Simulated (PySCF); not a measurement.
From one molecule to another.

First species: C₉H₇F.
Structure used (PBE0-D3(BJ)/def2-SVP), in Å, numbered top down from 1:
```
atom  x, y, z in Å
C1     3.4754   -0.6205   -0.1146
C2     2.2818   -0.4319   -0.2367
C3     0.8896   -0.2260   -0.3357
C4     0.1386    0.2423   -1.3499
C5    -1.3006    0.3271   -0.8396
C6    -1.3378    1.3893    0.2694
C7    -0.6037    0.9200    1.2815
C8    -0.0920   -0.4482    0.8396
F9     0.3786   -1.2429    1.8309
C10   -1.3115   -0.9437    0.0490
H11    4.5313   -0.7891   -0.0116
H12    0.4861    0.5677   -2.3301
H13   -2.0740    0.4119   -1.6123
H14   -1.8213    2.3629    0.1829
H15   -0.3296    1.3964    2.2228
H16   -2.2129   -1.0339    0.6720
H17   -1.1133   -1.8713   -0.5068
```

Second species: ethyl chloride, C₂H₅Cl.
SMILES: `CCCl`

Levels: CAM-B3LYP/def2-SVPD for HOMO energy, LUMO energy, HOMO–LUMO gap and static isotropic polarisability; TDDFT CAM-B3LYP/def2-SVPD for lowest singlet excitation. Geometries: PBE0-D3(BJ)/def2-SVP. Each species is one conformer at its optimised geometry, gas phase, non-relativistic unless stated; the electronic structure was computed with PySCF and density fitting.

Which of the two has the higher S1 energy, and by how much?

The second: 7.37 eV against 4.69 eV, a difference of 2.68 eV.

Which has the higher static isotropic polarisability?

The first: 97.4 au against 41.4 au, a difference of 56.0 au.

Which of the two has the higher LUMO energy, and by how much?

The second: 1.28 eV against -0.25 eV, a difference of 1.53 eV.

Which has the higher HOMO energy?

The first: -7.90 eV against -9.82 eV, a difference of 1.92 eV.

Which has the higher HOMO–LUMO gap?

The second: 11.10 eV against 7.65 eV, a difference of 3.45 eV.

On the first: The polarisability is 14.44 Å³ as a volume (1 au = 0.148185 Å³), or 1.39 au for each of the 70 electrons. S1 lies 2.96 eV below the HOMO–LUMO gap; its leading configuration is HOMO→LUMO, weight 0.88.

On the second: No computed singlet falls in the visible range (750 to 380 nm, 1.65 to 3.26 eV); S1 lies 4.11 eV above its blue end. The polarisability is 6.13 Å³ as a volume (1 au = 0.148185 Å³), or 1.22 au for each of the 34 electrons.
